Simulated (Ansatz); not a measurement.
`OC[SiH2][SiH2]O` + `B[AsH2]` → `B[AsH]CO` + `O[SiH2][SiH3]`  (substitution at a C–Si bond)

Gas-phase electronic energies from Ansatz, PBE0-D4/def2-TZVP geometries. CBS: MP2 limit from def2 TZ/QZ plus the TZ coupled-cluster correction, frozen cores. For As outer-core shells are correlated without core-valence functions, which leaves a few kJ/mol of doubt a bond. Scalar relativity is left out up to krypton. One conformer a species, not always the lowest.

`OC[SiH2][SiH2]O`:

```xyz
13

O    -1.909    1.437   -1.467
C    -0.859    0.515   -1.230
Si   -0.669    0.254    0.635
Si    1.136   -1.189    1.053
O     2.571   -0.547    0.527
H    -2.003    1.559   -2.415
H    -1.057   -0.460   -1.699
H     0.100    0.872   -1.633
H    -1.920   -0.320    1.205
H    -0.411    1.566    1.296
H     0.988   -2.463    0.304
H     1.189   -1.509    2.511
H     2.844    0.286    0.913
```

`B[AsH2]`:

Z-matrix (Å, degrees):
```
B
As 1 1.979
H 1 1.193 2 119.5
H 1 1.193 2 119.5 3 -170.9
H 2 1.512 1 100.6 3 -44.5
H 2 1.512 1 100.6 3 -144.6
```

`B[AsH]CO`:

Z-matrix (Å, degrees):
```
C
As 1 1.965
O 1 1.408 2 110.8
H 1 1.097 2 105.5 3 -121.8
H 1 1.096 2 107.5 3 122.7
B 2 1.975 1 101.8 3 53.3
H 2 1.513 1 99.3 3 -50.3
H 3 0.962 1 108.5 2 175.6
H 6 1.194 2 118.8 1 42.0
H 6 1.193 2 120.2 1 -147.2
```

`O[SiH2][SiH3]`:

Cartesian coordinates in Å:
```
O -1.176 1.701 -0.113
Si 0.213 0.882 -0.479
Si 0.309 -1.223 0.557
H -2.009 1.286 -0.341
H 0.358 0.690 -1.952
H 1.320 1.749 -0.005
H 1.552 -1.934 0.150
H -0.859 -2.051 0.144
H 0.290 -1.100 2.040
```

| species | CCSD/CBS(def2) energy (Eh) |
| --- | --- |
| `OC[SiH2][SiH2]O` | -771.36048 |
| `B[AsH2]` | -2262.15731 |
| `B[AsH]CO` | -2376.56209 |
| `O[SiH2][SiH3]` | -656.95012 |

(1) Work out ΔE.

Largest T1 diagnostic among the species: 0.014.

Results:

(1) ΔE = (-2376.56209) + (-656.95012) − (-771.36048) − (-2262.15731) = 0.00558 Eh = +14.7 kJ/mol. CCSD(T)/CBS gives +13.7 kJ/mol.

Leaving LDA and LC-ωPBE aside and taking each functional with its dispersion term where it has one, the values, not all of them listed here, spread over 3.8 kJ/mol, from revPBE-D4 to CAM-B3LYP-D4. In def2-TZVPP, CCSD(T) changes the Hartree–Fock value by −4.3 kJ/mol (the triples alone add −1.0 kJ/mol) and MP2 by −6.4 kJ/mol.
